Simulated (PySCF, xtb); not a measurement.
## Relaxing a trial structure of COSb

The starting geometry of this gas-phase doublet has its atoms placed at random.

```xyz
3

C    -0.6731   -0.0043   -0.1876
O    -0.0146   -1.0114   -0.6692
Sb    1.5366    0.4147   -0.6457
```

One run relaxed it with r2SCAN-D4/def2-SVP. What is a likely outcome?

It falls apart into CO + Sb. Distances that change by over a tenth: C1–O2 (1.30 → 1.13 Å). Contacts that open: C1–Sb3 (2.30 → 3.65 Å), O2–Sb3 (2.11 → 4.23 Å).

The energy falls by 0.90 eV over 27 steps:

```
step  E − E(last) (eV)
   1             0.899
   4             0.547
   7             0.531
  10             0.501
  13             0.427
  15             0.350
  18             0.098
  21             0.005
  24             0.000
  27             0.000
```

Final geometry (Å):

```yaml
atoms:
  - { symbol: C, position_ang: [-0.6800, -0.0887, -0.2362] }
  - { symbol: O, position_ang: [-0.8549, -1.1718, -0.5212] }
  - { symbol: Sb, position_ang: [2.7617, 1.0167, -0.7660] }
```

From the same start GFN2-xTB ends elsewhere, differing in C1–Sb3 (2.30 against 3.65 Å here), O2–Sb3 (2.39 against 4.23 Å here).

From so rough a start the end depends on the optimiser's path, so another program may land elsewhere. The end wasn't checked by frequencies. Open shells are spin-unrestricted, and the end state is notably spin-contaminated. Atoms past krypton carry core potentials, without spin–orbit terms. Run with PySCF 2.14.0, 6.1 min on 2 threads of Intel(R) Xeon(R) Processor @ 2.50GHz (Skylake/Cascade Lake), on a shared host.
